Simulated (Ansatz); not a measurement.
```xyz
10

B    -1.305   -1.168    1.216
B    -0.344   -0.226    0.204
N     1.055    0.098    0.230
Si    0.732    1.013   -1.195
O    -0.824    0.455   -0.940
H    -1.864   -0.705    2.169
H    -1.467   -2.339    1.024
H     1.797   -0.155    0.852
H     0.872    2.487   -1.100
H     1.348    0.539   -2.459
```

The species carries charge 0 and has multiplicity 1.

(1) List the CAM-B3LYP/def2-TZVPP orbital energies in eV (Ansatz 0.2.0). (Estimate.)

## Answers

(1) The calculation gave: Occupied: -1801.92, -522.16, -391.07, -186.11, -185.64, -146.36, -101.73, -101.69, -101.65, -29.70, -25.20, -17.29, -16.79, -15.54, -13.56, -13.24, -12.66, -11.59, -11.33, -10.51, -9.73, -9.42. Lowest empty: -0.88, 1.04, 1.75, 1.92, 2.33, 2.67, 3.11, 3.82.
